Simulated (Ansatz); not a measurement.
Total energies of Ge₆H₈ from Ansatz at LDA (SPW92)/def2-TZVP, gas phase (1 Eh = 27.2114 eV = 2625.5 kJ/mol). The reference geometry is relaxed at PBE0-D4/def2-SVP.

```
atom   x (Å)   y (Å)   z (Å)
 Ge1   1.401   2.159   0.227
 Ge2  -1.367  -1.995  -0.251
 Ge3   0.091  -0.297  -1.246
 Ge4  -2.551  -0.328   1.177
 Ge5  -0.278   0.396   1.201
 Ge6   2.232   0.686  -1.661
  H7  -0.913   0.724  -1.854
  H8  -3.511   0.540   0.351
  H9   2.364   1.238   1.117
 H10   0.469  -0.540   2.183
 H11  -0.453  -2.749   0.777
 H12   2.274   1.226  -3.104
 H13  -3.189  -0.817   2.486
 H14   3.432  -0.243  -1.402
```

```tsv
state	geometry	energy (Eh)
charge 0 singlet	reference	-12447.88949
charge 1 doublet	reference	-12447.60812
free Ge atom (triplet)	–	-2073.74381
free H atom (doublet)	–	-0.47838
```

Task: Work out the vertical ionisation energy to the doublet.

Result: E(charge 1 doublet) − E(charge 0 singlet) = -12447.60812 − (-12447.88949) = 0.28137 Eh = 7.66 eV. For comparison, −ε of the highest occupied level is 5.55 eV at this level, 2.11 eV less.

Task: What is the binding energy per atom against free atoms?

Result: Atoms: 6 × (-2073.74381) + 8 × (-0.47838) = -12446.28990 Eh. Binding: -12446.28990 − (-12447.88949) = 1.59959 Eh = 43.53 eV, or 3.11 eV for each of 14 atoms (no zero-point energy, no counterpoise term).

The restricted singlet is unstable towards broken spin symmetry in Hartree–Fock (as tested in another run); at LDA (SPW92)/def2-TZVP this wasn't settled. 

The structure comes from a short search, and lower isomers may exist.
